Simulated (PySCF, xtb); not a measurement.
C3H8OSi, SMILES C[SiH2]CC=O. Other conformers were not sampled.

Harmonic wavenumbers (cm⁻¹) from GFN2-xTB in xtb at its own minimum, in rising order: 20, 71, 120, 132, 181, 432, 568, 569, 657, 675, 750, 759, 774, 816, 841, 851, 994, 1096, 1243, 1371, 1376, 1421, 1487, 1495, 1775, 2259, 2260, 2736, 2961, 2981, 3036, 3038, 3058.

**Question.** What does B3LYP-D3(BJ)/def2-SVP (PySCF) give at its own minimum? (The exact figures need the calculation; the answer reports its results.)

**Answer.** 79, 89, 136, 170, 210, 442, 551, 578, 658, 705, 734, 812, 888, 900, 924, 934, 952, 1179, 1249, 1274, 1378, 1408, 1437, 1439, 1835, 2230, 2233, 2871, 3017, 3029, 3055, 3118, 3121. Paired by order, the mean absolute difference is 46 cm⁻¹ and the zero-point energies are 61.2 and 62.4 kcal/mol.
